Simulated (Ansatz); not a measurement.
Job for Ansatz (a program for electronic structure): R-B97M-V/def2-TZVPPD on AsH3 (SMILES [AsH3]) with ghost functions. Files ending in .json are basis or fitting sets from the Basis Set Exchange.

Ansatz 0.2 input:
```yaml
crystal:
  periodic: [false, false, false]
  atoms:
    - {symbol: As, position_ang: [-0.35960818, -0.28905008, 4.49634833]}
    - {symbol: H, position_ang: [-0.93328707, 0.76126911, 3.54939725]}
    - {symbol: H, position_ang: [-0.25945295, -1.32431419, 3.37957213]}
    - {symbol: H, position_ang: [1.06871912, 0.19190173, 4.25669109]}
basis:
  gaussian:
    orbitals: def2-TZVPPD.json
    ghost_atoms:
      - {symbol: Cl, position_ang: [1.20790380, 0.53037820, 0.65711566]}
      - {symbol: H, position_ang: [0.72764192, 0.27999148, 1.82364411]}
hamiltonian:
  xc: {name: B97M-V}
scf: {lower_state_search: off}
```

The head of its log:

```
WARN ansatz: RAYON_NUM_THREADS=1 ignored (pool sized by the plan → 1); use --threads N
Functional definition: B97M-V
these checks for a lower state are left out or cut short: stability, starts, cluster_reference, orbital_swaps, neighbouring_geometries, increment
integrals: 0.09 GiB planned
959 factors; their error is unknown
mean field: 0.66 GiB planned
mean field evaluation 1: about -60878.2822 eV, gradient 1.2e1 eV
mean field evaluation 2: about -60878.5556 eV, gradient 7.0e0 eV
```

**Question.** Predict the final total energy.

**Answer.** -2237.2507 hartree.
